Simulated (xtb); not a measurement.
xtb input (GFN1-xTB):

```bash
xtb mol.xyz --gfn 1 --sp --chrg 1 --uhf 0
```
mol.xyz:
```
9

B      0.24507364    -0.07027074    -0.02485346
Cl     0.16587498     1.57750671    -0.45047562
Cl     1.60029482    -1.10994751     0.01367618
O     -1.00669966    -0.70209889     0.36434881
C     -2.37878069    -0.07678510     0.44157286
H     -3.03804566    -0.87521710     0.76364891
H     -2.61349076     0.27546838    -0.55593105
H     -2.31263369     0.72347765     1.16921763
H     -0.95980348    -1.64338010     0.60869476
```

End of the output:

```
         :::::::::::::::::::::::::::::::::::::::::::::::::::::
         ::                     SUMMARY                     ::
         :::::::::::::::::::::::::::::::::::::::::::::::::::::
         :: total energy             -18.486984040065 Eh    ::
         :: gradient norm              0.037263818339 Eh/a0 ::
         :: HOMO-LUMO gap              5.399837190652 eV    ::
         ::.................................................::
         :: SCC energy               -18.601727497306 Eh    ::
         :: -> electrostatic           0.141836994588 Eh    ::
         :: repulsion energy           0.117985789159 Eh    ::
         :: dispersion energy         -0.003242331918 Eh    ::
         :: halogen bond corr.         0.000000000000 Eh    ::
         :: add. restraining           0.000000000000 Eh    ::
         :: total charge               1.000000000000 e     ::
         :::::::::::::::::::::::::::::::::::::::::::::::::::::

           -------------------------------------------------
          |                Property Printout                |
           -------------------------------------------------

    * Orbital Energies and Occupations

         #    Occupation            Energy/Eh            Energy/eV
      -------------------------------------------------------------
         1        2.0000           -1.1176465             -30.4127
       ...           ...                  ...                  ...
         3        2.0000           -1.0855586             -29.5396
         4        2.0000           -0.9377670             -25.5179
         5        2.0000           -0.9261763             -25.2025
         6        2.0000           -0.8590066             -23.3748
         7        2.0000           -0.8292157             -22.5641
         8        2.0000           -0.7628275             -20.7576
         9        2.0000           -0.7441351             -20.2489
        10        2.0000           -0.7371295             -20.0583
        11        2.0000           -0.6960666             -18.9409
        12        2.0000           -0.6789515             -18.4752
        13        2.0000           -0.6534200             -17.7805
        14        2.0000           -0.6461121             -17.5816
        15        2.0000           -0.6398576             -17.4114 (HOMO)
Note: The following floating-point exceptions are signalling: IEEE_DENORMAL
normal termination of xtb
        16                         -0.4414173             -12.0116 (LUMO)
        17                         -0.3813672             -10.3775
        18                         -0.3597154              -9.7884
        19                         -0.3492093              -9.5025
        20                         -0.3031828              -8.2500
        21                         -0.2816323              -7.6636
        22                         -0.2778078              -7.5595
        23                         -0.2656462              -7.2286
        24                         -0.2476310              -6.7384
        25                         -0.2435046              -6.6261
        26                         -0.2408307              -6.5533
       ...                                ...                  ...
        38                          0.3255593               8.8589
      -------------------------------------------------------------
                  HL-Gap            0.1984404 Eh            5.3998 eV
             Fermi-level           -0.5406374 Eh          -14.7115 eV

  Mulliken/CM5 charges         n(s)   n(p)   n(d)
     1B     0.50586  0.30008   0.879  1.615  0.000
     2Cl    0.00015  0.08340   1.915  5.102 -0.017
     3Cl    0.00360  0.08581   1.916  5.096 -0.016
     4O    -0.40036 -0.59135   1.671  4.730  0.000
     5C     0.16310  0.03533   1.023  2.814  0.000
     6H     0.09794  0.15732   0.902  0.000  0.000
     7H     0.09719  0.15788   0.903  0.000  0.000
     8H     0.09718  0.15783   0.903  0.000  0.000
     9H     0.43535  0.61370   0.565  0.000  0.000

Wiberg/Mayer (AO) data.
largest (>0.10) Wiberg bond orders for each atom

 ---------------------------------------------------------------------------
     #   Z sym  total        # sym  WBO       # sym  WBO       # sym  WBO
 ---------------------------------------------------------------------------
     1   5 B    3.303 --     2 Cl   1.256     3 Cl   1.238     4 O    0.787
     2  17 Cl   1.388 --     1 B    1.256
     3  17 Cl   1.396 --     1 B    1.238
     4   8 O    2.386 --     1 B    0.787     9 H    0.774     5 C    0.769
     5   6 C    3.755 --     6 H    0.983     8 H    0.982     7 H    0.982
                             4 O    0.769
     6   1 H    0.991 --     5 C    0.983
     7   1 H    0.997 --     5 C    0.982
     8   1 H    0.997 --     5 C    0.982
     9   1 H    0.827 --     4 O    0.774
 ---------------------------------------------------------------------------

Topologies differ in total number of bonds
Writing topology from bond orders to xtbtopo.mol

 dipole moment from electron density (au)
     X       Y       Z
  -2.1714  -1.2928   0.7303  total (Debye):    6.686

           -------------------------------------------------
          | TOTAL ENERGY              -18.486984040065 Eh   |
          | GRADIENT NORM               0.037263818339 Eh/α |
          | HOMO-LUMO GAP               5.399837190652 eV   |
           -------------------------------------------------

------------------------------------------------------------------------
------------------------------------------------------------------------
 total:
 SCF:
```

It need not be the lowest isomer of its formula.
